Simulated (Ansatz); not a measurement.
Species: H10OSi4, SMILES `O[SiH2][SiH]([SiH3])[SiH3]` (H–O–Si–Si torsion 180°, O–Si–Si–Si torsion 59°) (charge 0, multiplicity 1).

**Question.** Give a relaxed geometry from B3LYP-D3(BJ)/def2-TZVP in Ansatz (a program for electronic structure).

**Answer.** This is not unique; one that fits is the end point of this relaxation, one of several conformers (outside a Z-matrix the atoms follow the SMILES, hydrogens last).
Bonded distances (Å): O1–Si2 1.660, O1–H6 0.961, Si2–Si3 2.339, Si2–H7 1.488, Si2–H8 1.488, Si3–Si4 2.343, Si3–Si5 2.343, Si3–H9 1.489, Si4–H10 1.484, Si4–H11 1.484, Si4–H12 1.482, Si5–H13 1.484, Si5–H14 1.482, Si5–H15 1.484. Bond angles (°): Si2–O1–H6 118.6, O1–Si2–Si3 105.0, O1–Si2–H7 111.0, O1–Si2–H8 111.0, Si3–Si2–H7 111.5, Si3–Si2–H8 111.4, H7–Si2–H8 106.9, Si2–Si3–Si4 109.8, Si2–Si3–Si5 110.0, Si2–Si3–H9 108.1, Si4–Si3–Si5 110.3, Si4–Si3–H9 109.3, Si5–Si3–H9 109.3, Si3–Si4–H10 110.6, Si3–Si4–H11 110.7, Si3–Si4–H12 109.6, H10–Si4–H11 108.6, H10–Si4–H12 108.6, H11–Si4–H12 108.8, Si3–Si5–H13 110.6, Si3–Si5–H14 109.6, Si3–Si5–H15 110.7, H13–Si5–H14 108.6, H13–Si5–H15 108.6, H14–Si5–H15 108.8.
